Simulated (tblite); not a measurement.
A geometry optimisation, step by step.

Compound: C14H13BOS.
SMILES with atom numbers: `[CH3:1][B:2]([CH3:3])[c:4]1[cH:5][cH:6][cH:7][c:8]2[c:9]1[O:10][c:11]1[cH:12][cH:13][cH:14][cH:15][c:16]1[S:17]2` (hydrogens: H18, H19, H20 on C1; H21, H22, H23 on C3; H24 on C5; H25 on C6; H26 on C7; H27 on C12; H28 on C13; H29 on C14; H30 on C15)

Computed with GFN2-xTB (tblite), gas phase: L-BFGS steps from a force-field or distance-geometry start until the largest atomic force falls under 0.01 eV/Å. 5 of its 120 geometries are shown.

Step 0: E = -1227.8010 eV, largest atomic force 1.495 eV/Å
```
atom  x, y, z in Å  |  force x, y, z in eV/Å
C1      1.753   -2.067    0.968   -0.106   0.298  -0.151
B2      2.432   -0.875    0.136    0.101  -0.263   0.100
C3      4.041   -0.771    0.213   -0.682   0.420   0.142
C4      1.593    0.146   -0.764    0.285  -0.849   1.106
C5      2.280    1.108   -1.504   -1.032   0.699  -0.826
C6      1.582    2.032   -2.298    0.384  -0.338   0.379
C7      0.198    1.984   -2.376    0.090  -0.448   0.206
C8     -0.500    1.020   -1.648    0.314  -0.298  -0.211
C9      0.181    0.122   -0.798   -1.278   0.488   0.181
O10    -0.557   -0.711    0.063    0.223   0.159  -0.228
C11    -1.851   -0.404    0.492    0.666   0.403  -0.212
C12    -2.290   -0.884    1.735   -0.250   0.563  -0.009
C13    -3.525   -0.468    2.258    0.514   0.219  -1.124
C14    -4.317    0.416    1.518    0.225  -0.144   0.100
C15    -3.908    0.875    0.266    0.485  -0.796   0.500
C16    -2.682    0.441   -0.248   -0.607  -0.074  -0.205
S17    -2.260    0.808   -1.959    0.432   0.282   0.867
H18     1.138   -2.698    0.283    0.282   0.492   0.776
H19     2.507   -2.707    1.455   -0.435   0.203  -0.211
H20     1.105   -1.638    1.772    0.343  -0.529  -0.763
H21     4.314    0.239    0.601    0.054  -0.804  -0.379
H22     4.458   -1.537    0.882   -0.015   0.432  -0.350
H23     4.462   -0.901   -0.793    0.061   0.143   0.443
H24     3.355    1.165   -1.500   -0.003  -0.172   0.118
H25     2.132    2.778   -2.863   -0.145  -0.124   0.114
H26    -0.337    2.665   -3.021   -0.056  -0.050   0.038
H27    -1.651   -1.535    2.316   -0.002   0.021  -0.160
H28    -3.849   -0.825    3.219   -0.019  -0.049   0.019
H29    -5.272    0.738    1.920    0.187  -0.019  -0.087
H30    -4.550    1.512   -0.309   -0.018   0.133  -0.171
```

Step 30: E = -1228.1975 eV, largest atomic force 0.102 eV/Å
```
atom  x, y, z in Å  |  force x, y, z in eV/Å
C1      1.690   -2.064    0.970    0.007   0.004  -0.007
B2      2.370   -0.883    0.181    0.007   0.030  -0.014
C3      3.946   -0.728    0.218    0.017  -0.008   0.020
C4      1.556    0.142   -0.687   -0.002   0.029  -0.042
C5      2.255    1.064   -1.478    0.012   0.035  -0.037
C6      1.633    1.965   -2.316   -0.030  -0.013  -0.024
C7      0.253    1.957   -2.415   -0.011   0.021   0.015
C8     -0.482    1.063   -1.655    0.022   0.027   0.026
C9      0.149    0.183   -0.775   -0.007  -0.015  -0.024
O10    -0.553   -0.670    0.033    0.013   0.007   0.008
C11    -1.803   -0.321    0.469   -0.001  -0.002  -0.013
C12    -2.191   -0.807    1.712    0.001   0.040   0.004
C13    -3.434   -0.492    2.229    0.012   0.013   0.023
C14    -4.302    0.321    1.519   -0.008  -0.043  -0.006
C15    -3.927    0.803    0.279   -0.016  -0.015  -0.002
C16    -2.688    0.477   -0.251   -0.011   0.002   0.012
S17    -2.251    1.066   -1.863    0.083   0.000   0.060
H18     1.030   -2.651    0.334   -0.003   0.020   0.001
H19     2.410   -2.742    1.424   -0.012  -0.017   0.006
H20     1.057   -1.678    1.768    0.019   0.012  -0.014
H21     4.253    0.265    0.543   -0.015  -0.004   0.009
H22     4.438   -1.446    0.868   -0.020  -0.027   0.040
H23     4.368   -0.865   -0.777   -0.011  -0.016   0.006
H24     3.331    1.074   -1.426    0.029  -0.018  -0.016
H25     2.214    2.665   -2.899   -0.042  -0.035   0.022
H26    -0.264    2.636   -3.076   -0.013  -0.022  -0.006
H27    -1.503   -1.433    2.261    0.001   0.011  -0.039
H28    -3.713   -0.869    3.201   -0.036  -0.032   0.006
H29    -5.271    0.570    1.925    0.025   0.009  -0.014
H30    -4.591    1.426   -0.299   -0.011   0.005  -0.001
```

Step 60: E = -1228.2308 eV, largest atomic force 0.083 eV/Å
```
atom  x, y, z in Å  |  force x, y, z in eV/Å
C1      1.619   -2.023    0.902    0.002  -0.028   0.007
B2      2.366   -0.852    0.163   -0.028  -0.031   0.004
C3      3.931   -0.711    0.333   -0.022   0.003   0.006
C4      1.595    0.169   -0.743    0.014  -0.018   0.002
C5      2.301    0.973   -1.646    0.003   0.002   0.023
C6      1.677    1.883   -2.472   -0.008  -0.009  -0.019
C7      0.299    1.999   -2.446   -0.008  -0.016   0.012
C8     -0.442    1.196   -1.594   -0.007   0.028   0.022
C9      0.192    0.306   -0.729    0.024   0.005  -0.031
O10    -0.478   -0.468    0.173   -0.029   0.072  -0.028
C11    -1.759   -0.199    0.556   -0.029   0.000  -0.003
C12    -2.158   -0.784    1.753   -0.005   0.014   0.020
C13    -3.446   -0.614    2.225   -0.011   0.001  -0.006
C14    -4.344    0.162    1.513   -0.032  -0.020  -0.034
C15    -3.952    0.763    0.330    0.016  -0.005  -0.011
C16    -2.666    0.579   -0.157   -0.006   0.020  -0.003
S17    -2.216    1.319   -1.701    0.015   0.028   0.036
H18     0.827   -2.464    0.301    0.020  -0.051   0.030
H19     2.273   -2.820    1.248    0.039   0.002  -0.024
H20     1.127   -1.612    1.785    0.012  -0.020  -0.001
H21     4.242    0.310    0.545    0.017   0.005  -0.014
H22     4.325   -1.350    1.121    0.026   0.019  -0.007
H23     4.432   -1.002   -0.591    0.002   0.002   0.026
H24     3.374    0.872   -1.690   -0.005   0.016  -0.004
H25     2.256    2.497   -3.144    0.002   0.027  -0.021
H26    -0.215    2.701   -3.086   -0.008  -0.033  -0.014
H27    -1.433   -1.375    2.288   -0.019  -0.033   0.014
H28    -3.748   -1.086    3.147    0.017  -0.004   0.004
H29    -5.354    0.290    1.867   -0.018   0.033   0.024
H30    -4.644    1.369   -0.235    0.027  -0.010  -0.011
```

Step 89: E = -1228.2720 eV, largest atomic force 0.043 eV/Å
```
atom  x, y, z in Å  |  force x, y, z in eV/Å
C1      1.683   -2.098    0.801   -0.009  -0.011   0.006
B2      2.364   -0.826    0.175    0.022   0.019   0.021
C3      3.901   -0.579    0.451    0.003   0.012   0.018
C4      1.592    0.179   -0.744   -0.024   0.009   0.000
C5      2.266    0.768   -1.818   -0.001   0.036   0.001
C6      1.644    1.645   -2.683    0.002   0.010  -0.014
C7      0.315    1.969   -2.482    0.005  -0.001  -0.022
C8     -0.386    1.411   -1.424    0.007   0.014  -0.028
C9      0.240    0.518   -0.559   -0.027   0.021   0.007
O10    -0.369   -0.045    0.528   -0.010  -0.013   0.005
C11    -1.716    0.030    0.745    0.003   0.000   0.021
C12    -2.192   -0.771    1.778   -0.006  -0.020  -0.003
C13    -3.535   -0.781    2.108    0.005   0.003   0.001
C14    -4.427    0.007    1.401    0.017  -0.012  -0.011
C15    -3.965    0.805    0.369    0.018  -0.018   0.001
C16    -2.616    0.826    0.041    0.015  -0.001   0.031
S17    -2.084    1.911   -1.254   -0.014  -0.027   0.030
H18     0.774   -2.416    0.300   -0.015  -0.016  -0.021
H19     2.364   -2.946    0.852   -0.005  -0.022   0.009
H20     1.408   -1.867    1.830   -0.011   0.001   0.013
H21     4.205    0.462    0.364   -0.005  -0.011   0.002
H22     4.209   -0.939    1.430   -0.002  -0.003  -0.003
H23     4.491   -1.142   -0.273   -0.022   0.000  -0.004
H24     3.304    0.517   -1.971    0.013   0.001  -0.016
H25     2.187    2.085   -3.505   -0.008  -0.004   0.001
H26    -0.193    2.665   -3.132   -0.008  -0.010  -0.012
H27    -1.482   -1.381    2.313    0.005   0.014  -0.011
H28    -3.877   -1.408    2.917   -0.014   0.018  -0.013
H29    -5.478    0.004    1.651    0.030   0.011  -0.020
H30    -4.647    1.426   -0.193    0.035   0.000   0.011
```

Step 119: E = -1228.2778 eV, largest atomic force 0.009 eV/Å
```
atom  x, y, z in Å  |  force x, y, z in eV/Å
C1      1.629   -2.082    0.773    0.001  -0.001  -0.002
B2      2.346   -0.804    0.191   -0.001   0.003   0.000
C3      3.877   -0.580    0.503   -0.002   0.006   0.003
C4      1.599    0.211   -0.739    0.005   0.003  -0.001
C5      2.257    0.760   -1.843    0.001   0.001  -0.002
C6      1.619    1.605   -2.728    0.001  -0.003  -0.002
C7      0.297    1.950   -2.512    0.002  -0.001   0.000
C8     -0.376    1.454   -1.406   -0.001  -0.004  -0.001
C9      0.261    0.584   -0.527    0.001   0.001   0.001
O10    -0.320    0.068    0.599    0.001   0.001   0.001
C11    -1.671    0.080    0.789    0.001   0.000   0.001
C12    -2.145   -0.767    1.786   -0.004   0.001   0.001
C13    -3.494   -0.825    2.083   -0.002   0.001   0.000
C14    -4.392   -0.044    1.376   -0.003  -0.003  -0.003
C15    -3.932    0.795    0.377   -0.001  -0.001   0.004
C16    -2.578    0.866    0.085   -0.001  -0.002  -0.001
S17    -2.053    1.997   -1.172    0.001   0.002   0.002
H18     0.725   -2.370    0.242    0.006  -0.006  -0.004
H19     2.291   -2.945    0.816   -0.002   0.000   0.004
H20     1.334   -1.873    1.802    0.000   0.002  -0.004
H21     4.203    0.453    0.405    0.001  -0.003   0.002
H22     4.156   -0.931    1.494   -0.001  -0.002   0.001
H23     4.469   -1.168   -0.200   -0.001   0.002  -0.006
H24     3.289    0.493   -2.013    0.000  -0.003   0.002
H25     2.144    2.005   -3.582    0.000  -0.001  -0.002
H26    -0.224    2.616   -3.184    0.001   0.003   0.005
H27    -1.426   -1.367    2.321   -0.001   0.003   0.002
H28    -3.840   -1.483    2.865    0.002   0.004   0.000
H29    -5.446   -0.084    1.599   -0.002  -0.001   0.000
H30    -4.616    1.414   -0.183    0.000   0.000   0.002
```

**Question.** Summarise the path.

**Answer.** The energy falls by 46.01 kJ/mol from step 0 to step 119; nine tenths of that is first reached at step 60. It falls at every step. The largest force goes from 1.495 to 0.009 eV/Å. Among the bonds C9–O10 changes most, from 1.408 to 1.369 Å; the atoms move by 0.610 Å rms after alignment.

**Question.** Follow the three bonds and two angles with the largest change from start to end.

**Answer.** 
```
step  E above end (kJ/mol)  largest force (eV/Å)  C9–O10 (Å)  B2–C3 (Å)  B2–C4 (Å)  C4–C9–O10 (°)  B2–C3–H21 (°)
   0                 46.01                 1.495       1.408      1.614      1.599          121.3          108.6
   5                 16.03                 0.244       1.380      1.581      1.573          119.4          112.4
  10                 11.93                 0.135       1.372      1.587      1.576          118.2          112.2
  16                 10.15                 0.197       1.369      1.586      1.568          118.5          112.6
  21                  8.59                 0.096       1.371      1.580      1.572          118.0          112.2
  26                  8.07                 0.065       1.369      1.584      1.572          117.6          111.8
  31                  7.62                 0.140       1.369      1.583      1.570          117.1          112.2
  36                  6.90                 0.139       1.367      1.582      1.570          116.8          112.1
  41                  6.23                 0.092       1.367      1.580      1.569          116.7          112.3
  47                  5.73                 0.053       1.365      1.581      1.572          116.6          112.7
  52                  5.35                 0.049       1.365      1.585      1.574          116.3          113.2
  57                  4.82                 0.087       1.364      1.581      1.570          116.2          113.1
  62                  4.34                 0.095       1.363      1.581      1.567          116.1          112.9
  67                  3.28                 0.081       1.365      1.577      1.563          116.1          113.1
  72                  2.40                 0.061       1.365      1.581      1.567          115.7          113.3
  78                  1.45                 0.080       1.367      1.580      1.569          115.3          113.5
  83                  0.98                 0.052       1.367      1.580      1.567          115.5          113.6
  88                  0.62                 0.044       1.367      1.581      1.565          115.6          114.0
  93                  0.40                 0.033       1.368      1.580      1.568          115.4          114.2
  98                  0.30                 0.031       1.368      1.580      1.567          115.3          114.4
 103                  0.14                 0.036       1.368      1.578      1.566          115.3          114.4
 109                  0.05                 0.027       1.369      1.578      1.566          115.3          114.4
 114                  0.01                 0.011       1.369      1.579      1.566          115.3          114.2
 119                  0.00                 0.009       1.369      1.579      1.566          115.3          114.1
```

What follows is the cost of the whole relaxation. Hardware: Intel Xeon Platinum 8488C, 2 threads, shared host with 96 logical CPUs at a one-minute load of 50. Cost: 3.0 s wall, 6.1 s CPU.
